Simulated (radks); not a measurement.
Species: Ho41+. Configuration: [Ar] 3d7 5s1 (not the ground configuration). Calculated with a radial shooting solver on a logarithmic mesh with Libxc functionals: scalar-relativistic Kohn-Sham, PBEsol, spin-unpolarised, spherical densities, finite nucleus; Fermi nuclear charge, rms radius 5.2022 fm.

Normalised radial functions P(r) = r R(r), r in bohr:

r	3s	3d
0.001598	0.3630	0.0001
0.002064	0.4380	0.0002
0.002666	0.5227	0.0004
0.003417	0.6117	0.0007
0.004413	0.7056	0.0014
0.005701	0.7924	0.0029
0.007306	0.8552	0.0056
0.009437	0.8765	0.0112
0.01219	0.8244	0.0220
0.01575	0.6651	0.0429
0.02018	0.3812	0.0803
0.02607	-0.0528	0.1496
0.03367	-0.5889	0.2701
0.04315	-1.0950	0.4599
0.05574	-1.4068	0.7562
0.072	-1.2679	1.1628
0.093	-0.5332	1.6437
0.1192	0.6275	2.0792
0.154	1.8266	2.3299
0.1989	2.4214	2.2170
0.2548	2.1496	1.7375
0.3292	1.3090	1.0463
0.4252	0.5223	0.4517
0.5493	0.1249	0.1267
0.7039	0.0171	0.0219
0.9093	0.0010	0.0018
1.175	0.0000	0.0001
1.505	0.0000	0.0000
1.944	0.0000	0.0000

3s: eigenvalue -3974.3 eV, 2 radial nodes at r = 0.0254, 0.105 bohr, <r> = 0.222 bohr, 90 % of the charge inside 0.324 bohr. 3d: eigenvalue -3277.3 eV, 0 radial nodes, <r> = 0.196 bohr, 90 % of the charge inside 0.302 bohr.
